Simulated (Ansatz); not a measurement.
Cl$_{2}$Se, charge -1, doublet, at a GFN2-xTB geometry (a state made from the parent by changing its charge; the spin is typed, not shown lowest) (a gas-phase anion, which may not be bound at this level); Ansatz (an electronic-structure program) with CAM-B3LYP/cc-pVDZ.

Here is a job for Ansatz.
Ansatz 0.2 input:
```yaml
crystal:
  periodic: [false, false, false]
  atoms:
    - {symbol: Se, position_ang: [0.09953013, 0.11985247, 0.83385844]}
    - {symbol: Cl, position_ang: [1.01690937, 1.22996103, -0.75042855]}
    - {symbol: Cl, position_ang: [-1.21596964, -1.46966598, -0.91728834]}
basis:
  gaussian:
    orbitals: cc-pVDZ
hamiltonian:
  xc: cam_b3lyp
total_charge: -1
magnetization: {spin_polarized: true, initial_magnetization: 1}
```

**Question.** Write the output that Ansatz gives for this input, abridged.

**Answer.** 
```
Functional definition: CAM-B3LYP
720 factors; integrals over basis functions are off by at most 1.2e-3 eV
181 factors; integrals over basis functions are off by at most 7.1e-6 eV
mean field evaluation 1: about -90398.8717 eV, gradient 1.4e1 eV
mean field evaluation 2: about -90399.3311 eV, gradient 1.2e1 eV
mean field evaluation 4: about -90400.0753 eV, gradient 5.3e-1 eV
mean field evaluation 8: about -90400.1005 eV, gradient 3.0e-2 eV
mean field evaluation 16: about -90400.1005 eV, gradient 6.8e-5 eV
mean field -90400.10052048 eV, -3322.1424187386 hartree, gradient 6.8e-5 eV, S^2 0.753570; 1 other end points of the search recorded, 0 dependent functions left out
reference -90400.10061462 eV, -3322.1424221984 hartree; 35, 34 occupied and 28, 29 virtual orbitals, 720 factors
Total energy: -90400.10061462 eV, -3322.1424221984 hartree
```
